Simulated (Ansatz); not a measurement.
PBE exchange is replaced step by step with exact exchange (0 % is PBE, 25 % PBE0; no dispersion term), basis def2-TZVP, Ansatz. System: the cluster MgSi3. The state is a singlet with charge 0. Geometry: r2SCAN-D4/def2-TZVP, each spin state at its own.

Geometry of the singlet:

```xyz
4

Mg    1.2508    1.0267   -1.3404
Si   -0.9924    0.8751   -0.1013
Si    0.8751   -0.9713    0.2269
Si   -1.1336   -0.9305    1.2148
```

The structure comes from a short search, and lower isomers may exist.

```json
{"exact exchange (%)": "0", "HOMO (eV)": "-5.17", "LUMO (eV)": "-3.55", "gap (eV)": "1.62", "triplet − singlet (kJ/mol)": "83.6", "quintet − singlet (kJ/mol)": "240.2"}
{"exact exchange (%)": "5", "HOMO (eV)": "-5.32", "LUMO (eV)": "-3.46", "gap (eV)": "1.86", "triplet − singlet (kJ/mol)": "80.5", "quintet − singlet (kJ/mol)": "237.8"}
{"exact exchange (%)": "10", "HOMO (eV)": "-5.46", "LUMO (eV)": "-3.36", "gap (eV)": "2.10", "triplet − singlet (kJ/mol)": "77.3", "quintet − singlet (kJ/mol)": "235.2"}
{"exact exchange (%)": "15", "HOMO (eV)": "-5.61", "LUMO (eV)": "-3.26", "gap (eV)": "2.34", "triplet − singlet (kJ/mol)": "74.1", "quintet − singlet (kJ/mol)": "232.6"}
{"exact exchange (%)": "35", "HOMO (eV)": "-6.17", "LUMO (eV)": "-2.88", "gap (eV)": "3.29", "triplet − singlet (kJ/mol)": "60.7", "quintet − singlet (kJ/mol)": "221.4"}
{"exact exchange (%)": "50", "HOMO (eV)": "-6.58", "LUMO (eV)": "-2.58", "gap (eV)": "3.99", "triplet − singlet (kJ/mol)": "50.2", "quintet − singlet (kJ/mol)": "212.4"}
```

(1) Fit a straight line to the column «quintet − singlet (kJ/mol)» against the share of exact exchange and predict its value at 25 %.

Results:

(1) With x = exact exchange (%) and y = quintet − singlet (kJ/mol): mean x = 19.17, mean y = 229.9; Σ(x − x̄)(y − ȳ) = -1043, Σ(x − x̄)² = 1871; slope b = -0.5575, intercept a = ȳ − b·x̄ = 240.6. The residuals of the fitted rows reach 0.4. At x = 25 the line gives 240.6 + (-0.5575 × 25) = 226.7; the run gave 227.1, 0.4 more than the line.
